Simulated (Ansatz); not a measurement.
ZnMe(NH2) (CH₅NZn), relaxed as a singlet with RKS r2SCAN-D4/def2-TZVP in Ansatz, starting from the GFN2-xTB geometry. Force threshold 0.02 eV/Å.

Start:

Cartesian coordinates in Å:
```
Zn 0.112 0.174 -0.363
C -0.744 0.405 1.440
H -0.832 1.438 1.755
H -0.153 -0.117 2.187
H -1.740 -0.026 1.450
N 0.918 -0.653 -1.806
H 1.919 -0.596 -1.930
H 0.521 -0.625 -2.733
```

Estimate the energy that the relaxation releases and the steps that it takes.

0.14 eV, in 5 steps; 13 s on 4 threads of Intel Xeon on a shared host. No frequencies were taken in this run, so the end may be a saddle point.

Does the start keep its bonding and symmetry?

By distances, no bond broke or formed. The bond that changes most is Zn1–C2, from 2.01 to 1.92 Å (atoms count from 1).

Predict the relaxed structure.


```tsv
atom	x (Å)	y (Å)	z (Å)
Zn1	0.129	-0.091	-0.254
C2	-0.720	0.368	1.402
H3	-0.740	1.450	1.554
H4	-0.190	-0.083	2.245
H5	-1.750	0.004	1.422
N6	0.918	-0.670	-1.785
H7	1.903	-0.479	-1.919
H8	0.449	-0.499	-2.665
```
Bond lengths: 1 × C–Zn 1.92 Å; 1 × N–Zn 1.82 Å; 3 × C–H 1.09 Å; 2 × H–N 1.01 Å.
